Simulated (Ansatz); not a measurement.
H2ClFO2Si, singlet, at a GFN2-xTB geometry, with bond 6-1 at 2.4 times its length; SC-NEVPT2/STO-3G, CASSCF(2,2) (Ansatz, a program for electronic structure).

Ansatz was given this input:
Ansatz 0.2 input:
```yaml
crystal:
  periodic: [false, false, false]
  atoms:
    - {symbol: O, position_ang: [-0.54108154, 1.67173179, 0.19204531]}
    - {symbol: Si, position_ang: [-0.21164407, 0.09282210, 0.19983942]}
    - {symbol: O, position_ang: [-1.56824979, -0.73407385, -0.00615338]}
    - {symbol: F, position_ang: [0.39813198, -0.24174487, 1.65296986]}
    - {symbol: Cl, position_ang: [1.08794920, -0.49731397, -1.17341386]}
    - {symbol: H, position_ang: [1.06969495, 3.26348312, 0.52186661]}
    - {symbol: H, position_ang: [-2.37073220, -0.50569338, 0.45694871]}
basis:
  gaussian:
    orbitals: STO-3G
magnetization: {spin_polarized: false}
correlation: {method: sc_nevpt2, electrons: all, active_space: {window: {electrons: 2, orbitals: 2}}}
```

It wrote (shortened):

```
Functional definition: HF
433 factors; integrals over basis functions are off by at most 2.8e-5 eV
mean field evaluation 1: about -26843.4628 eV, gradient 3.8e1 eV
mean field evaluation 2: about -26843.5312 eV, gradient 3.8e1 eV
mean field evaluation 4: about -26852.4126 eV, gradient 6.3e0 eV
mean field evaluation 8: about -26852.6643 eV, gradient 1.1e-1 eV
mean field -26852.65752712 eV, -986.8169627367 hartree, gradient 1.7e-6 eV, S^2 0.000000; 0 other end points of the search recorded, 0 dependent functions left out; unrestricted orbitals would lower it
reference -26852.65752712 eV, -986.8169627367 hartree; 29, 29 occupied and 6, 6 virtual orbitals, 433 factors
state -26858.55854430 eV, -987.0338211180 hartree
state -26858.55854430 eV, -987.0338211180 hartree; corrected -26861.23411280 eV, -987.1321464469 hartree
Total energy: -26861.23411280 eV, -987.1321464469 hartree
```
